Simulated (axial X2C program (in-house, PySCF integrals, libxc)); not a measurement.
**SeN⁺ along the bond: PBE0, two-component**

All values were computed with an axial X2C code built on PySCF integrals. Two-component (2c) means X2C with spin–orbit coupling and atomic mean-field two-electron Coulomb and Gaunt terms. Basis: Se dyall-cv3z [8s9p6d4f1g], N dyall-av3z [7s7p3d2f] (cores contracted in-house); Gaussian nuclei, density fitting, unrestricted open shells. Masses: Se 79.917 u, N 14.003 u.

State: Ω = 0 (closed shell). Dipoles are positive if N is the positive end and refer to the centre of mass.

```tsv
R (Å)	μ (D)	HOMO (eV)	LUMO (eV)
1.365	-1.994	-18.27	-10.75
1.428	-1.871	-18.38	-11.01
1.475	-1.769	-18.44	-11.20
1.522	-1.662	-18.49	-11.38
1.569	-1.551	-18.50	-11.56
1.624	-1.418	-18.28	-11.75
1.679	-1.282	-18.01	-11.94
1.749	-1.105	-17.69	-12.15
1.836	-0.890	-17.34	-12.38
1.961	-0.581	-16.90	-12.64
```

Question: The minimum lies at 1.565 Å. What is the dipole moment there?

Answer: At PBE0, 2c, with the sign and origin stated: μ = -1.56 D.

The state is one determinant whose occupation by symmetry is held fixed; it was picked as the lowest of a PBE0 search that is not exhaustive. The closed shell is kept restricted, so the energy runs too high when the bond is stretched far.
